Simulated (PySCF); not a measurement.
naphthalene (C₁₀H₈), SMILES c1ccc2ccccc2c1. Geometry: r2SCAN-D4/def2-SVP.

Computed equilibrium geometry at r2SCAN-D4/def2-SVP (PySCF confirms it by a frequency run) as a Z-matrix, and its point group:
point group D2h.
```
C
C 1 1.4213
C 2 1.3807 1 120.83
H 3 1.0939 2 120.06 1 180.00
H 2 1.0948 3 120.49 4 0.00
C 3 1.4168 4 119.64 2 180.00
C 6 1.3807 3 120.30 4 180.00
H 6 1.0939 7 120.06 3 180.00
H 7 1.0948 6 120.49 8 0.00
C 1 1.4213 2 122.27 5 0.00
C 10 1.3807 1 120.83 2 180.00
H 11 1.0939 10 120.06 1 180.00
H 10 1.0948 11 120.49 12 0.00
C 11 1.4168 12 119.64 10 180.00
C 14 1.3807 11 120.30 12 180.00
H 14 1.0939 15 120.06 11 180.00
H 15 1.0948 14 120.49 16 0.00
C 7 1.4213 9 118.68 6 180.00
```
